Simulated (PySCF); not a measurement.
Zr(OH)2(H)2 (H4O2Zr), SMILES [OH][ZrH2][OH], multiplicity 1. Heavy atoms are numbered as in [ZrH2:1]([OH:2])[OH:4]. Hydrogens are named by the atom that carries them.

Geometry optimised at r2SCAN-D4/def2-TZVP. The spin state was assumed, not searched. The structure was generated by enumeration; whether it is a known compound was not checked. The def2 effective core potentials stand for the cores of Zr; spin–orbit coupling is left out. The values are those of a single conformer.

These are PySCF with PBE/def2-TZVPD values and carry that method's errors.

Mulliken values depend strongly on the basis, most of all with diffuse functions as here. ESP charges are fitted to the potential on shells at 1.4 to 2.0 van der Waals radii. Atomic charges (e), one atom of each kind:

```
atom        Mulliken  ESP fit
----------  --------  -------
Zr1 (ZrH2)      1.10      [?]
O2 (OH)        -0.66      [?]
H on O2         0.26      [?]
H on Zr1       -0.15      [?]
```

Task: What belongs in the gaps? (An estimate is asked for; the answer gives what the named calculation found.)

Result: 
- Zr1 (ZrH2), ESP fit: 1.35
- O2 (OH), ESP fit: -0.82
- H on O2, ESP fit: 0.47
- H on Zr1, ESP fit: -0.33
